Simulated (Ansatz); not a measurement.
Sr₂O₂⁺. The state is a doublet with charge 1. Geometry r2SCAN-D4/def2-TZVP.

| atom | x (Å) | y (Å) | z (Å) |
| --- | --- | --- | --- |
| Sr1 | 0.4955 | 0.1521 | 1.7572 |
| Sr2 | -0.4954 | -0.1519 | -1.7572 |
| O3 | -0.8261 | 0.8766 | 0.1571 |
| O4 | 0.8259 | -0.8769 | -0.1571 |

In the def2 sets Sr takes a core potential; there is no spin–orbit coupling. The structure comes from a short search, and lower isomers may exist.

Task: Estimate the α-spin orbital energies around the gap (eV) in Ansatz with BLYP-D4/def2-TZVP, r2SCAN-D4/def2-TZVP, r2SCANh-D4/def2-TZVP, PBE0-D4/def2-SVP, PBE0-D4/def2-TZVP.

Result: 
```
orbital  BLYP-D4/def2-TZVP  r2SCAN-D4/def2-TZVP  r2SCANh-D4/def2-TZVP  PBE0-D4/def2-SVP  PBE0-D4/def2-TZVP
 HOMO−5             -10.81               -11.25                -11.92            -12.67             -12.67
 HOMO−4              -9.81               -10.06                -10.64            -11.39             -11.39
 HOMO−3              -9.73                -9.98                -10.55            -11.26             -11.26
 HOMO−2              -9.53                -9.71                -10.28            -11.05             -11.03
 HOMO−1              -9.02                -9.43                -10.08            -10.75             -10.77
   HOMO              -9.00                -9.24                 -9.79            -10.46             -10.50
   LUMO              -5.58                -4.68                 -4.52             -4.84              -4.79
 LUMO+1              -5.12                -4.20                 -4.05             -4.41              -4.35
 LUMO+2              -3.83                -3.13                 -2.93             -3.15              -3.10
 LUMO+3              -3.74                -3.00                 -2.87             -3.12              -3.07
 LUMO+4              -3.62                -2.85                 -2.68             -2.97              -2.90
 LUMO+5              -3.45                -2.71                 -2.54             -2.78              -2.76
 β HOMO              -8.69                -8.85                 -9.37             -9.95              -9.97
 β LUMO              -7.46                -6.98                 -6.46             -6.05              -6.06
```
